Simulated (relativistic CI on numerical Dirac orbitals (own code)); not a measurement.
Radial parameters of Dy LXIII

Computed by Dirac-Coulomb-Breit CI, orbitals from a KLI potential per configuration, QED by a radiative potential, unscaled Slater integrals (own radial code, finite nucleus).

Slater integrals F^k, G^k are unscaled and averaged over j, outside the closed core 1s2; ζ comes from projecting the Hamiltonian with its Breit term on Σ l·s of the shell.

- 2s 2p: G^1(2s,2p) = 1.3461e+06, ζ(2p) = 4.7689e+06 cm⁻¹; <r>(2s) = 0.08501, <r^2>(2s) = 0.008553, <r>(2p) = 0.07438, <r^2>(2p) = 0.00672 (bohr units).
- 2p2: F^2(2p,2p) = 1.2688e+06, ζ(2p) = 4.7552e+06 cm⁻¹; <r>(2p) = 0.07446, <r^2>(2p) = 0.006733 (bohr units).
- 2p 3s: ζ(2p) = 4.8165e+06, G^1(2p,3s) = 139090 cm⁻¹; <r>(2p) = 0.07418, <r^2>(2p) = 0.006686, <r>(3s) = 0.1974, <r^2>(3s) = 0.04454 (bohr units).

Averages of the first 10 configurations, taken without configuration mixing, which lowers the lowest level and can move excited configurations by several eV; other configurations of the list can lie among them:

```csv
Configuration,Parity,States,Average energy above the lowest level (eV)
2s2,even,1,10.6
2s 2p,odd,12,758.7
2p2,even,15,1562.5
2p 3s,odd,12,9234.1
2p 3p,even,36,9463.7
2s 3s,even,4,8465.1
2s 3p,odd,12,8699.7
2s 3d,even,20,8863.8
2s 4s,even,4,11359.0
2s 4p,odd,12,11456.3
```
